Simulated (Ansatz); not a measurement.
Relaxation of C$_{4}$H$_{16}$N$_{2}$Si$_{2}$ (24 atoms, charge 0, multiplicity 1), to a largest force component of 0.02 eV/Å in at most 40 steps.

Computed with RKS PBE-D4/STO-3G in Ansatz.

```xyz
24
Properties=species:S:1:pos:R:3:forces:R:3
Si 0.000 0.000 0.000 -1.70 -0.28 -1.52
Si 0.000 0.000 2.220 -0.01 -0.15 0.66
H -1.315 -0.407 2.707 0.19 0.15 0.22
H 1.010 -0.935 2.707 -0.12 0.11 0.17
H 0.305 1.342 2.707 -0.02 -0.16 0.06
H 1.377 0.000 -0.486 0.08 0.24 -0.29
N -0.857 1.485 -0.606 1.56 -1.95 0.78
C -2.272 1.409 -0.998 0.61 0.32 0.10
H -2.825 0.778 -0.270 -0.31 -0.07 -0.11
H -2.709 2.429 -1.010 -0.18 -0.06 -0.04
H -2.352 0.961 -2.011 -0.60 -0.07 -0.31
C -0.135 2.762 -0.704 -0.60 -0.47 -0.17
H -0.244 3.171 -1.730 0.22 0.49 -0.13
H -0.557 3.483 0.028 0.18 0.59 0.05
H 0.940 2.598 -0.483 -0.03 0.12 -0.03
N -0.857 -1.485 -0.606 2.01 1.89 1.31
C -1.599 -2.340 0.332 0.03 0.18 -0.69
H -1.222 -2.174 1.363 -0.20 -0.17 -0.05
H -2.679 -2.087 0.289 -0.51 -0.37 0.39
H -1.457 -3.405 0.054 -0.17 -0.21 0.13
C -0.808 -1.831 -2.034 -0.29 0.02 0.58
H -1.610 -1.286 -2.575 -0.12 -0.09 -0.69
H 0.179 -1.543 -2.451 0.00 0.00 -0.24
H -0.957 -2.924 -2.156 0.00 -0.05 -0.20
```

Where does it end, and by what steps?

It converged. The force dipped under the threshold on the way, but the program's further checks kept it going. Limits of this set-up: minimal basis. After 18 steps the energy has fallen by 0.753 eV; H10 moved furthest, 1.66 Å.

| step | energy less start (eV) | largest force component (eV/Å) | accepted |
| --- | --- | --- | --- |
| 0 | 0.0000 | 2.008 | yes |
| 1 | -0.3816 | 0.741 | yes |
| 2 | -0.4653 | 0.317 | yes |
| 3 | -0.5228 | 0.712 | yes |
| 4 | -0.5675 | 0.529 | yes |
| 5 | -0.6046 | 0.463 | yes |
| 6 | -0.6411 | 0.233 | yes |
| 7 | -0.6752 | 0.076 | yes |
| 8 | -0.6938 | 0.416 | yes |
| 9 | -0.7070 | 0.491 | yes |
| 10 | -0.7419 | 0.198 | yes |
| 11 | -0.7483 | 0.091 | yes |
| 12 | -0.7494 | 0.099 | yes |
| 13 | -0.7493 | 0.097 | no |
| 14 | -0.7517 | 0.025 | yes |
| 15 | -0.7523 | 0.013 | yes |
| 16 | -0.7526 | 0.013 | yes |
| 17 | -0.7527 | 0.013 | yes |
| 18 | -0.7529 | 0.007 | yes |

```xyz
24
Properties=species:S:1:pos:R:3
Si 0.008 -0.018 -0.034
Si -0.117 0.181 2.229
H -1.487 0.126 2.718
H 0.634 -0.874 2.894
H 0.442 1.456 2.651
H 1.372 0.158 -0.521
N -0.930 1.202 -0.986
C -2.340 1.411 -0.499
H -2.871 0.437 -0.475
H -2.415 1.869 0.521
H -2.878 2.081 -1.202
C -0.243 2.541 -1.058
H -0.782 3.193 -1.779
H -0.195 3.093 -0.084
H 0.795 2.401 -1.424
N -0.444 -1.685 -0.475
C -1.731 -2.225 0.070
H -1.801 -1.998 1.154
H -2.650 -1.825 -0.428
H -1.750 -3.331 -0.054
C -0.345 -1.982 -1.944
H -1.142 -1.498 -2.561
H 0.638 -1.633 -2.321
H -0.414 -3.080 -2.105
```

Whether the end is a true minimum wasn't checked by a vibrational analysis.

Run time: 5.3 min on 1 thread of Intel(R) Xeon(R) Processor @ 2.50GHz (Skylake/Cascade Lake), with other jobs on the host, peak memory 0.17 GiB.
